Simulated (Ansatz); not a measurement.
A structure relaxed at PBE0-D4/def2-TZVP, charge 0, multiplicity 1:

```xyz
7

N     0.277    0.737    0.952
Nb   -0.171   -0.423   -0.525
S    -1.813   -1.575    0.176
Cl   -0.770    0.840   -2.334
Cl    1.617   -1.761   -1.016
H     1.037    1.405    0.895
H    -0.176    0.778    1.852
```

(1) Give its formula and SMILES.

(2) Point group (tolerance 0.08 Å, 0.16 Å for H)?

(3) Summarise the bond lengths by kind.

## Answers

(1) Cl2H2NNbS, `[NH2][Nb](=[S])([Cl])[Cl]`.

(2) Cs.

(3) 1 × N–Nb 1.931 Å; 2 × H–N 1.009 to 1.013 Å; 1 × Nb–S 2.125 Å; 2 × Cl–Nb 2.286 Å.

Computed with Ansatz.
